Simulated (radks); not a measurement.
Species: Ir3+. Configuration: [Xe] 4f14 5d6 (the NIST ground configuration). Calculated with a radial shooting solver on a logarithmic mesh with Libxc functionals: Dirac Kohn-Sham, PBEsol, spin-unpolarised, spherical densities, finite nucleus; open shells fill j = l - 1/2 first; Fermi nuclear charge, rms radius 5.4032 fm.

Normalised radial functions P(r) = r R(r) (large component), r in bohr:

| r | 5s1/2 | 5d3/2 | 5d5/2 |
|---|---|---|---|
| 0.001154 | 0.0837 | 0.0000 | 0.0000 |
| 0.001333 | 0.0927 | 0.0000 | 0.0000 |
| 0.00154 | 0.1025 | 0.0000 | 0.0000 |
| 0.001778 | 0.1130 | 0.0001 | 0.0000 |
| 0.002054 | 0.1241 | 0.0001 | 0.0000 |
| 0.002372 | 0.1357 | 0.0001 | 0.0001 |
| 0.002717 | 0.1470 | 0.0002 | 0.0001 |
| 0.003138 | 0.1590 | 0.0002 | 0.0001 |
| 0.003624 | 0.1709 | 0.0003 | 0.0002 |
| 0.004185 | 0.1820 | 0.0005 | 0.0003 |
| 0.004834 | 0.1920 | 0.0007 | 0.0004 |
| 0.005582 | 0.2000 | 0.0010 | 0.0006 |
| 0.006396 | 0.2049 | 0.0013 | 0.0009 |
| 0.007386 | 0.2064 | 0.0019 | 0.0013 |
| 0.00853 | 0.2029 | 0.0027 | 0.0019 |
| 0.009851 | 0.1930 | 0.0039 | 0.0028 |
| 0.01138 | 0.1754 | 0.0056 | 0.0041 |
| 0.01314 | 0.1488 | 0.0079 | 0.0061 |
| 0.01517 | 0.1122 | 0.0112 | 0.0088 |
| 0.01739 | 0.0679 | 0.0154 | 0.0124 |
| 0.02008 | 0.0112 | 0.0216 | 0.0178 |
| 0.02319 | -0.0541 | 0.0300 | 0.0252 |
| 0.02678 | -0.1246 | 0.0412 | 0.0352 |
| 0.03093 | -0.1951 | 0.0559 | 0.0486 |
| 0.03572 | -0.2578 | 0.0748 | 0.0661 |
| 0.04092 | -0.3015 | 0.0971 | 0.0868 |
| 0.04726 | -0.3208 | 0.1253 | 0.1136 |
| 0.05458 | -0.3024 | 0.1581 | 0.1452 |
| 0.06303 | -0.2389 | 0.1939 | 0.1802 |
| 0.07279 | -0.1290 | 0.2298 | 0.2163 |
| 0.08407 | 0.0193 | 0.2613 | 0.2491 |
| 0.09631 | 0.1767 | 0.2813 | 0.2717 |
| 0.1112 | 0.3318 | 0.2848 | 0.2796 |
| 0.1285 | 0.4368 | 0.2623 | 0.2630 |
| 0.1484 | 0.4537 | 0.2072 | 0.2151 |
| 0.1713 | 0.3576 | 0.1172 | 0.1325 |
| 0.1979 | 0.1505 | -0.0035 | 0.0183 |
| 0.2267 | -0.1141 | -0.1340 | -0.1084 |
| 0.2618 | -0.4014 | -0.2694 | -0.2436 |
| 0.3024 | -0.6110 | -0.3757 | -0.3544 |
| 0.3492 | -0.6648 | -0.4259 | -0.4141 |
| 0.4033 | -0.5229 | -0.4003 | -0.4018 |
| 0.4657 | -0.2016 | -0.2925 | -0.3089 |
| 0.5379 | 0.2284 | -0.1121 | -0.1427 |
| 0.6162 | 0.6423 | 0.1035 | 0.0627 |
| 0.7117 | 0.9924 | 0.3484 | 0.3020 |
| 0.8219 | 1.1839 | 0.5759 | 0.5301 |
| 0.9492 | 1.1960 | 0.7552 | 0.7159 |
| 1.096 | 1.0570 | 0.8653 | 0.8372 |
| 1.266 | 0.8278 | 0.8985 | 0.8840 |
| 1.45 | 0.5902 | 0.8637 | 0.8623 |
| 1.675 | 0.3673 | 0.7707 | 0.7812 |
| 1.935 | 0.2015 | 0.6398 | 0.6585 |
| 2.234 | 0.0963 | 0.4925 | 0.5152 |
| 2.58 | 0.0395 | 0.3494 | 0.3718 |
| 2.98 | 0.0136 | 0.2266 | 0.2457 |
| 3.414 | 0.0042 | 0.1373 | 0.1518 |
| 3.943 | 0.0010 | 0.0721 | 0.0816 |
| 4.553 | 0.0002 | 0.0330 | 0.0383 |
| 5.259 | 0.0000 | 0.0129 | 0.0154 |

5s1/2: eigenvalue -128.92 eV, 4 radial nodes at r = 0.0206, 0.0826, 0.214, 0.500 bohr, <r> = 0.977 bohr, 90 % of the charge inside 1.40 bohr. 5d3/2: eigenvalue -37.546 eV, 2 radial nodes at r = 0.197, 0.579 bohr, <r> = 1.52 bohr, 90 % of the charge inside 2.30 bohr. 5d5/2: eigenvalue -36.097 eV, 2 radial nodes at r = 0.202, 0.592 bohr, <r> = 1.57 bohr, 90 % of the charge inside 2.37 bohr.
